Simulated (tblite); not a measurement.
Compound: C7H6ClOP.
Cartesian coordinates in Å at the GFN2-xTB level; atoms count from 1:
```xyz
16
C7H6ClOP angstrom
C     -1.6923   -1.6219   -0.0217
C     -0.7885   -0.4287    0.0103
C     -1.3363    0.8366    0.2163
C     -0.5938    1.9975    0.2449
Cl    -1.4329    3.4936    0.5186
P      1.1325    2.1440    0.0388
C      1.4973    0.4481   -0.1984
C      2.9119    0.1287   -0.4234
O      3.3591   -0.9726   -0.6157
C      0.5731   -0.5898   -0.1890
H     -1.1684   -2.5124    0.3154
H     -2.5689   -1.4663    0.6021
H     -2.0321   -1.7998   -1.0425
H     -2.4054    0.9145    0.3628
H      3.5689    1.0230   -0.4032
H      0.9682   -1.5854   -0.3496
```

Method: GFN2-xTB as coded in tblite; computed harmonic values from a numerical Hessian at the method's own geometry, unscaled. Errors from tens to a few hundred cm⁻¹ against measured bands are possible. One conformer, not necessarily the lowest. The optimisation stopped once no atom felt more than 0.01 eV/Å.

Lowest wavenumbers of the output (negative numbers stand for imaginary wavenumbers):
```
mode    cm-1
  1     -26.2
  2      67.4
  3     148.6
  4     154.4
  5     165.5
  6     188.6
  7     202.1
  8     291.4
  9     370.5
 10     393.8
```

Is this structure a minimum?

Not by this Hessian. 1 mode is imaginary beyond 20i (26i cm⁻¹), so at this level the point lies at or near a first-order saddle. The curvature is small, so loose convergence or finite differences may be the whole cause.

Which atoms move in the imaginary mode?

26i: H13 (methyl hydrogen) 38 %, H11 (methyl hydrogen) 31 %, H12 (methyl hydrogen) 30 %. These are shares of the mass-weighted motion.

What is the remedy?

Step along that mode in both directions, optimise again with tighter thresholds and repeat the frequencies. The zero-point energy of this point (67.7 kcal/mol) counts the 41 real modes alone, and thermal corrections from it aren't those of a minimum.
